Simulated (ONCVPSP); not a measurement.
# Ranking ONCV potentials for holmium

All share these settings but for the change named:

ONCVPSP 4.0.1 input, shortened (lines: element, Z, core and valence counts, functional; n l f; lmax; l rc ep ncon nbas qcut; lloc lpopt rc5 dvloc0; l nproj debl; icmod fcfact rcfact), LDA (Perdew-Wang 92), scalar-relativistic:

```
  Ho 67.00   10    5  -001012      upf
    1    0    2.00
    2    0    2.00
    2    1    6.00
    3    0    2.00
    3    1    6.00
    3    2   10.00
    4    0    2.00
    4    1    6.00
    4    2   10.00
    4    3   10.00
    5    0    2.00
    5    1    6.00
    5    2    1.00
    6    0    1.00
    6    1    1.00
    2
    0    2.25    0.00    5    9    6.70
    1    2.40    0.00    3    7    5.80
    2    3.35    0.00    4    8    5.50
    4    5    1.80    3.00
    0    2    3.00
    1    2    3.70
    2    3    3.80
    1    0.60    0.00
```

Cutoff: the first of the cutoffs (Ha) at which the residual kinetic energy of the hardest occupied pseudo-wave falls to 1 and 0.1 mHa per electron; the density cutoff is not measured.

The base gives 15 Ha.

Of 6 variants that were run, those that failed, showed a ghost or another fault, or gave nearly equal values are left out.

A variant can come out equal or close to the base.

Question: Rank these variants from softest to hardest (loose cutoff).
A. all radii but the core radius scaled by about 0.90 (s 2.02, p 2.14, d 3.00 bohr); local potential polynomial inside 1.62 bohr (lpopt 5, dvloc0 3 Ha)
B. all radii but the core radius scaled by about 1.07 (s 2.40, p 2.56, d 3.58 bohr); local potential polynomial inside 1.92 bohr (lpopt 5, dvloc0 3 Ha)
C. all radii but the core radius scaled by about 1.21 (s 2.74, p 2.92, d 4.06 bohr); local potential polynomial inside 2.18 bohr (lpopt 5, dvloc0 3 Ha)

Answer: C (11 Ha), B (13 Ha), A (16 Ha).
